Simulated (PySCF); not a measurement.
Species: C2H6OSSi2.
Structure used (PBE0-D3(BJ)/def2-SVP), in Å, numbered top down from 1:
```
atom  x, y, z in Å
C1     1.1648   -1.2596    1.2665
C2     1.1480   -0.4755    0.3351
Si3    1.0598    0.7107   -1.0623
O4     2.1682    0.3675   -2.2389
S5    -0.9132    0.5944   -1.9015
Si6   -2.0909    0.1644   -0.1489
H7     1.1862   -1.9526    2.0893
H8     1.3855    2.0736   -0.5858
H9     2.1007   -0.4943   -2.6620
H10   -1.6853    1.0329    0.9942
H11   -3.4922    0.4785   -0.5492
H12   -1.9938   -1.2686    0.2485
```

Computed with PBE0-D3(BJ)/def2-SVP geometry optimisation, gas phase in PySCF 2.14.0.

Take the most abundant isotopes and a rigid rotor. The values belong to one conformer with, in the numbering `[CH:1]#[C:2][Si@@H:3]([OH:4])[S:5][SiH3:6]`, C2–Si3–O4–H 60°, C2–Si3–S5–Si6 33°.

What are A, B and C (MHz)?

Ia = 219.58, Ib = 336.80, Ic = 520.92 u·Å²; 505379 MHz·u·Å²/I gives A = 2302, B = 1501, C = 970.2 MHz.

What kind of rotor is it?

An asymmetric top: κ = (2 × 1501 − 2302 − 970.2)/(2302 − 970.2) = -0.20.

What does the inertial defect say?

Not planar: Δ = Ic − Ia − Ib = -35.46 u·Å². For a rigid frame Δ = −2 Σ m c², so Σ m c² = 17.73 u·Å² lies off the ab plane: 8.46 from hydrogen and 9.27 from heavier atoms. The atom farthest from that plane is 1.90 Å away.

Give the other two planar moments, Paa and Pbb, and the rms extents of the mass along the axes.

Paa = Σ m a² = (Ib + Ic − Ia)/2 = 319.07 and Pbb = Σ m b² = (Ia + Ic − Ib)/2 = 201.85 u·Å². With the mass M = 133.97 u, the rms extents √(P/M) along a, b and c are 1.54, 1.23, 0.36 Å.

List the rotational levels J(Ka,Kc) to J = 4 (cm⁻¹).

Above 0(0,0):
J = 1: 1(0,1) 0.0824, 1(1,1) 0.1091, 1(1,0) 0.1268
J = 2: 2(0,2) 0.2409, 2(1,2) 0.2563, 2(1,1) 0.3093, 2(2,1) 0.3895, 2(2,0) 0.3958
J = 3: 3(0,3) 0.4668, 3(1,3) 0.4735, 3(1,2) 0.5782, 3(2,2) 0.6367, 3(2,1) 0.6644, 3(3,1) 0.8180, 3(3,0) 0.8195
J = 4: 4(0,4) 0.7561, 4(1,4) 0.7585, 4(1,3) 0.9256, 4(2,3) 0.9613, 4(2,2) 1.0291, 4(3,2) 1.1570, 4(3,1) 1.1668, 4(4,1) 1.3983, 4(4,0) 1.3986
The levels of one J sum to (2J + 1)J(J + 1)(A + B + C)/3.

Predict some low-J microwave lines.

The dipole components are |μa| = 0.22 D, |μb| = 2.14 D, |μc| = 1.06 D. The squared components, which scale the intensities, stand as 0.01 : 1.00 : 0.25 (a : b : c). Some lines, for components of 0.1 D or more:

```csv
type,branch,"J(Ka,Kc)",MHz,lower level (cm⁻¹)
c,Q,"1(1,1) ← 1(0,1)",801,0.082
a,Q,"3(2,1) ← 3(2,2)",828,0.637
a,Q,"2(1,1) ← 2(1,2)",1591,0.256
c,Q,"3(2,2) ← 3(1,2)",1756,0.578
b,Q,"2(1,1) ← 2(0,2)",2051,0.241
c,Q,"2(2,1) ← 2(1,1)",2403,0.309
b,Q,"2(2,0) ← 2(1,1)",2593,0.309
a,Q,"3(1,2) ← 3(1,3)",3136,0.474
b,Q,"2(2,1) ← 2(1,2)",3994,0.256
a,R,"2(1,2) ← 1(1,1)",4411,0.109
b,Q,"3(3,1) ← 3(2,2)",5434,0.637
a,R,"2(1,1) ← 1(1,0)",5472,0.127
c,R,"2(1,1) ← 1(0,1)",6803,0.082
a,R,"3(2,2) ← 2(2,1)",7412,0.390
b,R,"2(2,1) ← 1(1,0)",7875,0.127
c,R,"3(2,2) ← 2(1,2)",11406,0.256
b,R,"3(3,1) ← 2(2,0)",12657,0.396
c,R,"3(3,0) ← 2(2,0)",12703,0.396
c,R,"3(3,1) ← 2(2,1)",12846,0.390
```

No frequency check. These are rigid-rotor constants of the computed structure; measured ground-state constants (B0) also hold zero-point vibration. A rigid rotor knows nothing of internal rotation, which can split or shift real lines.
